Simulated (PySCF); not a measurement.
# Assigning NMR signals

Molfile (atoms numbered from 1):
```
C5H9NOSi
     RDKit          3D

 17 17  0  0  0  0  0  0  0  0999 V2000
    3.1219    0.1498    0.3479 C   0  0  0  0  0  0  0  0  0  0  0  0
    1.8729    0.1455    0.3909 N   0  0  0  0  0  0  0  0  0  0  0  0
    0.6396   -0.6382   -0.5101 Si  0  0  1  0  0  4  0  0  0  0  0  0
   -0.7289   -1.2176    0.6842 C   0  0  0  0  0  0  0  0  0  0  0  0
   -1.5962    0.0163    0.3441 C   0  0  1  0  0  0  0  0  0  0  0  0
   -1.6112    0.9660    1.4952 C   0  0  0  0  0  0  0  0  0  0  0  0
   -2.5856    1.4266    2.0238 O   0  0  0  0  0  0  0  0  0  0  0  0
   -0.7624    0.6190   -0.8118 C   0  0  0  0  0  0  0  0  0  0  0  0
    3.6719    0.7665    1.0534 H   0  0  0  0  0  0  0  0  0  0  0  0
    3.7235   -0.4288   -0.3565 H   0  0  0  0  0  0  0  0  0  0  0  0
    0.9719   -1.5447   -1.6140 H   0  0  0  0  0  0  0  0  0  0  0  0
   -1.2188   -2.1411    0.3894 H   0  0  0  0  0  0  0  0  0  0  0  0
   -0.4892   -1.2937    1.7419 H   0  0  0  0  0  0  0  0  0  0  0  0
   -2.6199   -0.2331    0.0581 H   0  0  0  0  0  0  0  0  0  0  0  0
   -0.5902    1.2298    1.8386 H   0  0  0  0  0  0  0  0  0  0  0  0
   -1.2707    0.5168   -1.7660 H   0  0  0  0  0  0  0  0  0  0  0  0
   -0.5355    1.6729   -0.6695 H   0  0  0  0  0  0  0  0  0  0  0  0
  1  2  2  0
  2  3  1  0
  3  4  1  0
  4  5  1  0
  5  6  1  0
  6  7  2  0
  5  8  1  0
  8  3  1  0
  1  9  1  0
  1 10  1  0
  3 11  1  6
  4 12  1  0
  4 13  1  0
  5 14  1  6
  6 15  1  0
  8 16  1  0
  8 17  1  0
M  END
```

[PySCF 2.14.0 with density-fitted response routines: geometry: GFN2-xTB; σ from GIAO-PBE0/pcSseg-1; a single conformation; isolated molecule; one averaged value for each set of equivalent atoms; non-relativistic]

References, each an isolated molecule treated in the same way: 13C and 1H against TMS.

Question: Assign these signals to the numbered atoms. 13C{1H} NMR (computed): δ 207.0, 174.9, 43.3, 15.8.

Answer: 
| δ (ppm) | atoms | environment | reason |
| --- | --- | --- | --- |
| 207.0 | C6 | aldehyde carbonyl carbon | low-lying n→π* states of the double bond to the heteroatom give a large paramagnetic term (-271 ppm) |
| 174.9 | C1 | C=N carbon | – |
| 43.3 | C5 | sp3 CH α to a carbonyl | the adjacent C=O deshields it moderately |
| 15.8 | C4/C8 | sp3 CH2 bonded to Si | – |

Question: Assign these signals to the numbered atoms. 1H NMR (400 MHz, computed): δ 10.27 (d, 1H), 8.81 (m, 1H), 8.75 (m, 1H), 5.92 (m, 1H), 3.02 (m, 1H), 1.81 (m, 2H), 1.42 (m, 2H).

Answer: 
| δ (ppm) | atoms | environment | reason |
| --- | --- | --- | --- |
| 10.27 | H15 | hydrogen on an aldehyde carbonyl carbon | deshielded by the polar, anisotropic C=O bond |
| 8.81 | H10 | hydrogen on a C=N carbon | – |
| 8.75 | H9 | hydrogen on a C=N carbon | – |
| 5.92 | H11 | hydrogen on a silicon bonded to 2 C, N, in a 4-membered ring | – |
| 3.02 | H14 | hydrogen on an sp3 CH α to a carbonyl | α to C=O |
| 1.81 | H12/H16 | hydrogen on an sp3 CH2 bonded to Si | – |
| 1.42 | H13/H17 | hydrogen on an sp3 CH2 bonded to Si | – |

H10 and H9 lie closer than the usual error of such a calculation, so a measured spectrum could show them in the other order.

Shifts are as computed. Against solution values, carbons near 30 ppm lie about +3 ppm off and those near 130 ppm about +5 ppm. Of 1309 compounds with measured shifts, 239 miss one by over three times the rms of a fit or turn the order of signals round; such compounds aren't used in these exercises. Multiplicities follow the n + 1 count of equivalent neighbours, as no J values were calculated; m marks all less simple cases, F and P coupling included.
